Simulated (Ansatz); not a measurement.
Reaction (ligand exchange at the Sn–S bond): `[OH][Sn][SH]` + H–F → `[OH][Sn][F]` + H₂S

Calculated with Ansatz (gas phase, PBE0-D4/def2-TZVP geometries, no zero-point term in ΔE). CCSD(T)/CBS is the MP2 limit (def2-TZVPP, def2-QZVPP) plus CCSD(T) − MP2 in def2-TZVPP, frozen cores. This one scheme is used for every species. Functionals use def2-TZVPP. B3LYP here is the variant with VWN-RPA as its local correlation; programs differ in this. Elements past krypton have def2 core potentials. For Sn outer-core shells are correlated without core-valence functions, which leaves a few kJ/mol of doubt a bond. One conformer a species, not always the lowest.

| level | ΔE (kJ/mol) |
| --- | --- |
| LDA (SPW92) | -3.2 |
| PBE-D4 | -5.7 |
| B3LYP-D4 | -10.6 |
| ωB97M-V | -13.6 |
| r2SCANh | -10.0 |
| HF/def2-SVP | -10.5 |
| MP2/def2-QZVPP | -2.8 |
| SCS-MP2/def2-QZVPP | -10.5 |

(1) What does CCSD(T)/CBS give? (Best estimate.)

Largest T1 diagnostic among the species: 0.018.

Results:

(1) Computed: -7.2 kJ/mol. The listed levels differ from it by 4.0, 1.5, -3.4, -6.4, -2.8, -3.3, 4.4, -3.3 kJ/mol.

The D4 term adds +7.0 kJ/mol with B3LYP and +3.7 kJ/mol with PBE0; it sums over pairs of atoms, weighted by their polarisabilities, and B3LYP, whose exchange is more repulsive, gets the larger term. From BLYP to BHLYP (50 % exact exchange), in def2-TZVPP and without D4, ΔE moves by +7.3 kJ/mol.
